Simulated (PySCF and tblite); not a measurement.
The numbers below are computed, except where a source is named.
**Conformers and averaged properties: C7H14, numbered as in [CH3:1][CH2:2][CH2:3][CH2:4][CH:5]1[CH2:6][CH2:7]1**

Conformers came from 150 starts (ETKDG and KDG, MMFF94s, GFN2-xTB); geometries are GFN2-xTB. Energies: B3LYP-D3(BJ)/def2-SVP (IEF-PCM, chloroform), with GFN2-xTB thermal terms (modes under about 100 cm⁻¹ blended into free rotors). Symmetry numbers and mirror images are counted. Conformers within 3 kcal/mol (GFN2-xTB free energy) were kept, 7 at most. GIAO shieldings: wB97X-D/pcSseg-1 (IEF-PCM, chloroform). Couplings: B3LYP/6-31G* with pcJ-1 on H (gas phase; spin-dipole term only for pairs with B, N, F, Si or P). Couplings are for ¹H; a prime marks the second kind of pair between the same two sets of atoms. H–H couplings come out 0.1 to 0.9 Hz lower than with pcJ-1 on all atoms. Shifts are against TMS (¹H), TMS (¹³C) at the same level; of two unlike H on one atom, a is the less shielded. Programs: PySCF with density fitting and tblite.

Torsions listed: C1–C2–C3–C4, C2–C3–C4–C5, C3–C4–C5–C6. Of a mirror pair one member is shown.

```
conformer              shape   symmetry  E(GFN2) kcal/mol  E(DFT) kcal/mol  G(298.15 K) kcal/mol  weight %  dipole D
        1   180°, 180°, -84°  C1 (pair)              0.00             0.00                  0.00      34.8      0.14
        2  -176°, -68°, -79°  C1 (pair)              0.49             0.36                  0.53      14.2      0.12
        3  -67°, -176°, -83°  C1 (pair)              0.55             0.42                  0.55      13.7      0.18
        4  -178°, -65°, 165°  C1 (pair)              0.19             0.32                  0.59      12.9      0.08
        5    67°, 174°, -84°  C1 (pair)              0.55             0.53                  0.67      11.2      0.15
        6   -61°, -62°, -78°  C1 (pair)              1.08             0.50                  0.94       7.2      0.14
        7     70°, 64°, -95°  C1 (pair)              0.74             0.54                  1.03       6.1      0.13
```

Weights (%) against temperature:

```
 T (K)     1     2     3     4     5    6    7  S(mix) cal/mol/K
   220  41.6  13.4  12.5  12.2   9.5  5.8  4.9              4.73
   260  37.5  13.9  13.2  12.6  10.5  6.6  5.6              4.85
298.15  34.8  14.2  13.7  12.9  11.2  7.2  6.1              4.92
   340  32.5  14.4  14.1  13.1  11.8  7.6  6.6              4.98
   380  30.9  14.5  14.3  13.2  12.2  8.0  7.0              5.02
```

Averaged shifts at 298.15 K. ¹H: 1.38 (H3, 2H), 1.36 (H2, 2H), 1.16 (H4, 2H), 1.02 (H1, 3H), 0.66 (H5, 1H), 0.45 (H6a/H7a, 2H), 0.04 (H6b/H7b, 2H) ppm. ¹³C: 37.9 (C4), 36.2 (C3), 26.6 (C2), 16.7 (C1), 14.1 (C5), 6.4 (C6/C7) ppm.

Averaged couplings (Hz): ²J(H1,H1) -13.7, ³J(H1,H2) 7.4, ²J(H2,H2) -13.2, ³J(H2,H3) 5.8, ³J(H2,H3′) 8.8, ²J(H3,H3) -13.2, ³J(H3,H4) 5.9, ³J(H3,H4′) 8.7, ²J(H4,H4) -13.4, ³J(H4,H5) 6.8, ³J(H5,H6b) 4.5, ³J(H5,H6a) 9.0, ²J(H6b,H6a) -6.4, ³J(H6b,H7b) 10.2, ³J(H6b,H7a) 5.1, ³J(H6a,H7a) 9.9.

Coordinates of conformer 1 (Å):

```xyz
21

C    -3.160   -0.080    0.906
C    -2.011    0.613    0.183
C    -0.766   -0.268    0.118
C     0.388    0.417   -0.615
C     1.614   -0.463   -0.662
C     2.559   -0.488    0.502
C     2.977    0.147   -0.790
H    -3.424   -1.007    0.401
H    -2.878   -0.318    1.929
H    -4.039    0.559    0.932
H    -2.325    0.869   -0.832
H    -1.768    1.545    0.698
H    -1.012   -1.202   -0.392
H    -0.446   -0.520    1.132
H     0.075    0.660   -1.634
H     0.632    1.354   -0.110
H     1.451   -1.403   -1.175
H     2.349    0.162    1.338
H     3.011   -1.426    0.785
H     3.050    1.223   -0.826
H     3.715   -0.357   -1.397
```

Coordinates of conformer 2 (Å):

```xyz
21

C     3.005    0.760   -0.044
C     1.764   -0.022   -0.459
C     0.730   -0.071    0.664
C    -0.493   -0.927    0.324
C    -1.349   -0.323   -0.765
C    -2.289    0.796   -0.433
C    -2.829   -0.560   -0.773
H     3.730    0.787   -0.853
H     2.741    1.783    0.215
H     3.474    0.299    0.823
H     1.326    0.447   -1.341
H     2.051   -1.041   -0.729
H     0.401    0.945    0.896
H     1.205   -0.479    1.559
H    -0.163   -1.923    0.017
H    -1.101   -1.042    1.225
H    -0.865   -0.280   -1.733
H    -2.348    1.119    0.596
H    -2.420    1.596   -1.145
H    -3.253   -1.152    0.024
H    -3.327   -0.693   -1.721
```

Shifts are unscaled: against experiment ¹³C can be off by 15 ppm or more and ¹H by 0.8 ppm. For its torsions the set is small; conformers may be missing.

Search and properties took 10 min on 1 thread of Arm Neoverse V1 (shared host) (rough), launched as `OMP_NUM_THREADS=1 python ens_run.py task.json out`.
